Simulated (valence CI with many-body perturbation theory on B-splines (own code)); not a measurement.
E1 transitions of Lu

Method: valence CI with perturbative core correlation (CI+MBPT): three valence electrons over a frozen Dirac-Fock core [Xe] 4f14, a basis of 7 s, 7 p, 8 d, 6 f, 4 g, 1 h functions for each j, with the one-electron correlation potential Σ1 (screened to all orders), the two-electron term Σ2, the three-electron term Σ3, Breit, model QED; selected single and double excitations, second order for the rest, scaled by the run's own slope (own B-spline code, finite nucleus).

Against 45 measured levels this calculation errs by 481 cm⁻¹ on average and by 992 at most. These come from a selection out of the NIST Handbook of Basic Atomic Spectroscopic Data. Levels without a partner in it may be off by more, other configurations by 1,000 to 4,000 cm⁻¹. 1 measured level below the end of the list, from 25861 cm⁻¹ on, found no clear computed partner, and computed levels of the same name lie up to 3708 cm⁻¹ from them.

Lines 51 to 100 of 220 in falling wavelength, among levels below 35211 cm⁻¹, chosen from the strongest by gf and those to the six lowest levels. Wavelengths and rates use the calculated energies, so an error of 500 cm⁻¹ moves a line at 13610 Å by 6.8 % and its rate by three times that or more. Electric multipoles are in the length gauge, E1 and E2 with the static RPA response of the core. Weak lines are less certain than strong ones. Lines between different terms over intervals too small for the method are left out, as are lines whose strength nearly cancels and 61 of this kind that miss the measured wavelength by over 7 %. The highest levels of a list are the least certain.

Names give the largest LS component (configuration and term), which can be under half, so a name can repeat, a term be missing and a line seem to break the LS rules; names also repeat where a configuration has a term twice. Letters in brackets count levels of one name in rising energy.

```csv
λ vac (Å),λ from measured levels,Upper,Lower,A (s⁻¹),S (a.u.)
13610,12800,5d2.6s 2P_3/2,5d.6s.6p 2D°_3/2 [a],4.58e+04,2.28e-01
13340,14200,5d.6s.6p 2F°_7/2 [b],5d2.6s 2F_5/2,1.04e+04,9.70e-02
13270,12400,5d2.6s 2F_7/2,5d.6s.6p 4F°_5/2,8.44e+04,7.78e-01
13260,14000,5d.6s.6p 2D°_3/2 [b],5d2.6s 4P_3/2,7.42e+03,3.42e-02
13130,,6s.6p2 4P_5/2,5d.6s.6p 2F°_5/2 [a],1.06e+04,7.08e-02
13020,12450,5d2.6s 2P_1/2,5d.6s.6p 4D°_1/2,3.87e+04,8.43e-02
12960,,5d.6s.6p 2F°_5/2 [b],5d2.6s 4P_5/2,9.65e+02,6.22e-03
12870,13380,6s2.6p 2P°_3/2,5d.6s2 2D_3/2,1.31e+05,5.50e-01
12780,13260,5d.6s.6p 2P°_1/2 [a],5d2.6s 2D_3/2,1.18e+06,2.43e+00
12550,11800,5d2.6s 2P_3/2,5d.6s.6p 2D°_5/2 [a],3.31e+05,1.29e+00
12540,,5d2.6s 2D_5/2,5d.6s.6p 4F°_3/2,2.53e+04,1.48e-01
12330,12910,5d.6s.6p 2D°_5/2 [b],5d2.6s 2F_5/2,8.62e+02,4.78e-03
12290,12600,5d.6s.6p 2D°_5/2 [b],5d2.6s 2D_3/2,7.84e+02,4.31e-03
12190,12870,5d.6s.6p 2F°_5/2 [a],5d2.6s 4F_7/2,4.09e+02,2.19e-03
12180,11440,5d2.6s 2P_3/2,5d.6s.6p 4D°_3/2,2.48e+00,8.84e-06
11980,,6s2.7p 2P°_3/2,5d2.6s 4P_5/2,1.81e+05,6.14e-01
11830,12290,5d.6s.6p 2D°_3/2 [b],5d2.6s 4P_1/2,1.17e+04,3.82e-02
11590,10900,5d2.6s 2P_3/2,5d.6s.6p 4D°_1/2,1.13e+03,3.47e-03
11490,12130,5d.6s.6p 2F°_7/2 [a],5d2.6s 4F_9/2,5.41e+03,3.24e-02
11420,11600,5d2.6s 2S_1/2,5d.6s.6p 2D°_3/2 [a],5.79e+04,8.52e-02
11250,10730,5d.6s.6p 2P°_1/2 [b],6s2.7s 2S_1/2,5.43e+06,7.63e+00
11190,,6s.6p2 4P_1/2,5d.6s.6p 4P°_3/2,2.57e+06,3.55e+00
11170,,6s.6p2 4P_3/2,5d.6s.6p 4P°_5/2,1.01e+06,2.78e+00
11130,,5d.6s.6p 2P°_3/2 [a],5d2.6s 4P_5/2,2.52e+05,6.85e-01
11130,11610,5d.6s.6p 2F°_5/2 [a],5d2.6s 4F_5/2,4.82e+03,1.97e-02
10990,10540,5d2.6s 2G_7/2,5d.6s.6p 4F°_5/2,1.12e+03,5.86e-03
10980,,6s.6p2 4P_1/2,5d.6s.6p 4P°_1/2,5.79e+05,7.57e-01
10850,,5d.6s.6p 2F°_7/2 [b],5d2.6s 4P_5/2,6.71e+04,3.38e-01
10750,11040,5d.6s.6p 2P°_3/2 [a],5d2.6s 4P_3/2,8.98e+03,2.20e-02
10670,,5d.6s.6p 2P°_3/2 [b],5d2.6s 2D_5/2,4.32e+05,1.03e+00
10520,10910,5d.6s.6p 2F°_5/2 [a],5d2.6s 4F_3/2,4.92e+04,1.70e-01
10470,11200,5d.6s.6p 2P°_1/2 [b],5d2.6s 2D_3/2,2.11e+06,2.39e+00
10430,11090,6s2.7p 2P°_3/2,5d2.6s 4P_1/2,9.01e+04,2.02e-01
10400,10470,5d2.6s 2S_1/2,5d.6s.6p 4D°_3/2,1.05e+06,1.16e+00
10370,10820,5d.6s.6p 2F°_7/2 [a],5d2.6s 4F_7/2,1.46e+03,6.42e-03
10260,,6s.6p2 4P_3/2,5d.6s.6p 4P°_3/2,1.63e+06,3.48e+00
10170,,5d.6s.6p 2D°_5/2 [b],5d2.6s 4P_5/2,9.14e+03,2.85e-02
10160,10430,5d.6s.6p 2P°_1/2 [a],5d2.6s 4P_3/2,7.11e+04,7.36e-02
10130,9699,5d.6s.6p 2P°_3/2 [b],6s2.7s 2S_1/2,3.88e+06,7.96e+00
10080,,6s.6p2 4P_3/2,5d.6s.6p 4P°_1/2,3.41e+06,6.90e+00
9966,10020,5d2.6s 2S_1/2,5d.6s.6p 4D°_1/2,7.51e+05,7.34e-01
9851,10010,5d.6s.6p 2D°_5/2 [b],5d2.6s 4P_3/2,9.73e+02,2.75e-03
9784,9949,5d.6s.6p 2P°_3/2 [a],5d2.6s 4P_1/2,8.70e+03,1.61e-02
9591,9917,5d.6s.6p 2F°_7/2 [a],5d2.6s 4F_5/2,3.74e+04,1.30e-01
9578,,6s.6p2 4P_5/2,5d.6s.6p 4P°_5/2,5.82e+06,1.51e+01
9499,10080,5d.6s.6p 2P°_3/2 [b],5d2.6s 2D_3/2,1.15e+05,1.95e-01
9473,10060,5d.6s.6p 2F°_5/2 [b],5d2.6s 4F_7/2,2.70e+02,6.80e-04
9294,9447,5d.6s.6p 2P°_1/2 [a],5d2.6s 4P_1/2,4.33e+04,3.43e-02
9233,,6s2.8s 2S_1/2,5d.6s.6p 4P°_3/2,5.27e+04,4.10e-02
9223,9799,5d.6s.6p 2D°_3/2 [b],5d2.6s 4F_5/2,1.48e+04,2.29e-02
```
